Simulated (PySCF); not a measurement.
C2H4ClNSi.
InChI=1S/C2H4ClNSi/c3-5-2-1-4/h2,5H2

Torsions of this conformer, `[N:1]#[C:2][CH2:3][SiH2:4][Cl:5]`: C2–C3–Si4–Cl5 -65°.

The closed-shell ground state was solved at several levels (PySCF, density fitting, gas phase, non-relativistic). Isolated species at its PBE0-D3(BJ)/def2-SVP geometry (one conformer only).

```json
{"level": "PBE0/pcSseg-1", "basis functions": "119", "total energy (Eh)": "-882.6201", "HOMO (eV)": "-9.04", "LUMO (eV)": "-0.22", "gap (eV)": "8.82", "dipole (D)": "4.44"}
{"level": "KT2/pcSseg-2", "basis functions": "250", "total energy (Eh)": "-891.4009", "HOMO (eV)": "-7.73", "LUMO (eV)": "-1.30", "gap (eV)": "6.43", "dipole (D)": "4.26"}
```

(1) What might CAM-B3LYP/def2-SVPD (143 basis functions) give for the same quantities?

(2) Over all these levels, which gives the widest orbital gap and which the narrowest?

(3) How far do the dipole and the HOMO energy spread over the levels?

## Answers

(1) Total energy -882.7245 Eh, HOMO -10.40 eV, LUMO 0.52 eV, gap 10.92 eV, dipole 4.42 D.

(2) CAM-B3LYP/def2-SVPD (range-separated hybrid) has the widest, 10.92 eV, and KT2/pcSseg-2 (GGA) the narrowest, 6.43 eV. Functional and basis both differ between the two, so the spread mixes both effects.

(3) The dipole runs from 4.26 to 4.44 D (mean 4.37 D) and the HOMO from -10.40 to -7.73 eV.
